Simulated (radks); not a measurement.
Spherical quantum dot in the effective-mass picture: electrons in a parabolic well V = omega^2 r^2 / 2 with omega = 1.1, all in effective atomic units (hartree* = m*/eps^2 hartree, bohr* = eps/m* bohr), one dielectric constant everywhere. Method: non-relativistic Kohn-Sham, PBE, spin-polarised, spherical densities; computed with a radial shooting solver with Libxc functionals. Levels are named by radial order and angular momentum (1s, 1p, 1d, 2s, ...), and open shells are averaged over m. Each electron was tried in the lowest free levels, single moves between levels near the top were tried too, and the lowest total energy was kept; such a search can miss a lower state. At N = 1 the Hartree and exchange-correlation terms need not cancel, so that row can carry a self-interaction error.

| N | open shells | 2S | E (hartree*) | mu = E(N) - E(N-1) (hartree*) | addition energy mu(N+1) - mu(N) (hartree*) | e(HOMO) (hartree*) | rms radius (bohr*) |
|---|---|---|---|---|---|---|---|
| 1 | 1s(up 1, down 0) | 1 | 1.65764 | 1.6576 | 0.7713 | 1.9562 | 1.171 |
| 2 | none | 0 | 4.08654 | 2.4289 | 1.488 | 2.7099 | 1.241 |
| 3 | 1p(up 1, down 0) | 1 | 8.00306 | 3.9165 | 0.4890 | 4.1578 | 1.399 |
| 4 | 1p(up 2, down 0) | 2 | 12.4086 | 4.4055 | 0.4965 | 4.6541 | 1.490 |
| 5 | 1p(up 3, down 0) | 3 | 17.3107 | 4.9021 | 0.6345 | 5.1492 | 1.557 |
| 6 | 1p(up 3, down 1) | 2 | 22.8472 | 5.5366 | 0.4458 | 5.7569 | 1.616 |
| 7 | 1p(up 3, down 2) | 1 | 28.8296 | 5.9824 | 0.4530 | 6.2088 | 1.666 |
| 8 | none | 0 | 35.2650 | 6.4354 | 1.206 | 6.6615 | 1.710 |
| 9 | 1d(up 1, down 0) | 1 | 42.9067 | 7.6417 | 0.3978 | 7.8406 | 1.774 |
| 10 | 1d(up 2, down 0) | 2 | 50.9463 | 8.0395 | 0.3970 | 8.2383 | 1.828 |
| 11 | 1d(up 3, down 0) | 3 | 59.3828 | 8.4365 | 0.3945 | 8.6343 | 1.876 |
| 12 | 1d(up 4, down 0) | 4 | 68.2138 | 8.8310 | 0.3912 | 9.0272 | 1.920 |
| 13 | 1d(up 5, down 0) | 5 | 77.4360 | 9.2222 | 0.5003 | 9.4165 | 1.959 |
| 14 | 1d(up 5, down 1) | 4 | 87.1585 | 9.7225 | 0.3678 | 9.9063 | 1.997 |
| 15 | 1d(up 5, down 2) | 3 | 97.2488 | 10.090 | 0.3677 | 10.274 | 2.032 |
| 16 | 1d(up 5, down 3) | 2 | 107.707 | 10.458 | 0.3662 | 10.641 | 2.065 |
| 17 | 1d(up 5, down 4) | 1 | 118.531 | 10.824 | 0.3639 | 11.007 | 2.097 |
| 18 | none | 0 | 129.719 | 11.188 | 0.4666 | 11.369 | 2.127 |
| 19 | 2s(up 1, down 0) | 1 | 141.374 | 11.655 | 0.4190 | 11.837 | 2.156 |
| 20 | none | 0 | 153.447 | 12.074 | 0.8263 | 12.251 | 2.185 |
| 21 | 1f(up 1, down 0) | 1 | 166.347 | 12.900 | 0.3300 | 13.065 | 2.218 |
| 22 | 1f(up 2, down 0) | 2 | 179.577 | 13.230 | 0.3284 | 13.394 | 2.249 |
| 23 | 1f(up 3, down 0) | 3 | 193.136 | 13.558 | 0.3267 | 13.722 | 2.279 |
| 24 | 1f(up 4, down 0) | 4 | 207.021 | 13.885 | 0.3248 | 14.048 | 2.308 |
| 25 | 1f(up 5, down 0) | 5 | 221.231 | 14.210 | 0.3228 | 14.372 | 2.335 |
| 26 | 1f(up 6, down 0) | 6 | 235.763 | 14.533 | - | 14.693 | 2.361 |

All shells are closed at N = 2, 8, 18, 20 (there: 1s2 1p6 1d10 2s2); the second difference of the energy has clear peaks (12 % above both neighbours; the first and last values, which can be the largest, are not judged, and half-filled shells can peak too) at N = 2, 5, 8, 13, 20.
